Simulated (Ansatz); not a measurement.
A nudged elastic band was laid between two geometries of FH3Si + H4OSi (11 atoms, charge 0, multiplicity 1).

Computed with Ansatz 0.2.0, RKS PBE0-D4/def2-SVP.

```yaml
movable_images: 5
climbing_image: yes
spring: 5.0 eV/Å²
optimiser: quadratic models (default)
start_path: through a guess of the saddle point
force_threshold: 0.05 eV/Å
iteration_limit: 60
end_points: relaxed
```

First end point:

```xyz
11
Properties=species:S:1:pos:R:3
Si 0.547 0.071 -0.160
H 0.143 -1.355 -0.062
H 2.007 0.208 0.104
F -0.210 0.917 1.029
H 0.199 0.673 -1.472
O -2.515 0.165 -0.147
Si -3.430 -1.116 0.403
H -2.617 -2.060 1.236
H -4.592 -0.657 1.229
H -3.930 -1.825 -0.806
H -2.067 0.701 0.522
```

Last end point:

```xyz
11
Properties=species:S:1:pos:R:3
Si -0.032 -0.287 -0.634
H -1.404 1.680 1.909
H 1.192 -0.643 0.124
F -0.421 1.249 -0.269
H 0.161 -0.347 -2.105
O -1.259 -1.264 -0.172
Si -2.887 -1.520 0.055
H -3.103 -2.985 0.208
H -3.347 -0.810 1.282
H -3.654 -1.023 -1.126
H -1.711 1.671 2.606
```

Task: Which bonds break or form, and what moves?

Result: Bonds broken: Si1–H2, O6–H11. Bonds formed: Si1–O6, H2–H11. FH3Si + H4OSi becomes FH5OSi2 + H2.

Task: Give the energies along the band, and the barrier.

Result: It converged. The highest image is number 3 of 0 to 6, 1.19 eV above the first end and 1.96 eV above the last; the last end lies 0.77 eV below the first. Neighbouring images differ by up to 1.9 eV, so the band resolves the path poorly. A vibrational analysis at the climbing image gives one clearly imaginary mode, 1158i cm⁻¹: a first-order saddle point. The orbitals stay closed-shell, which can raise the energy where a bond breaks towards radicals; this wasn't checked here.

```csv
image,path coordinate (Å),energy (eV),Si1–H2 (Å),O6–H11 (Å),Si1–O6 (Å)
0,0.00,0.00,1.49,0.97,3.06
1,3.54,0.01,1.48,0.97,3.16
2,7.07,0.06,1.49,0.96,2.77
3,10.61,1.19,1.72,1.11,1.84
4,13.37,-0.75,4.04,2.57,1.64
5,16.13,-0.75,4.01,2.58,1.64
6,18.89,-0.77,3.50,4.07,1.64
```

Task: What is the geometry of the highest image?

Result: 
```xyz
11
Properties=species:S:1:pos:R:3:forces:R:3
Si -0.051 -0.163 -0.036 0.00 0.00 0.02
H 0.005 0.325 1.611 0.01 0.00 -0.01
H 0.314 1.217 -0.449 0.00 0.00 0.00
F -0.677 -0.721 -1.476 -0.01 -0.01 -0.01
H 1.007 -1.176 0.208 0.00 0.00 0.00
O -1.703 -0.457 0.722 0.00 0.04 0.01
Si -3.249 -0.767 0.052 0.00 -0.01 0.00
H -3.228 -2.113 -0.570 0.00 0.00 0.00
H -4.191 -0.720 1.203 0.00 0.00 0.00
H -3.569 0.298 -0.934 0.00 0.00 0.00
H -1.126 -0.002 1.548 -0.01 -0.03 -0.01
```

The band took 37 iterations and about 10 core-minutes.

Time of the run: 5.3 min on 2 threads of Arm Neoverse V2, on a shared host, peak memory 0.21 GiB.
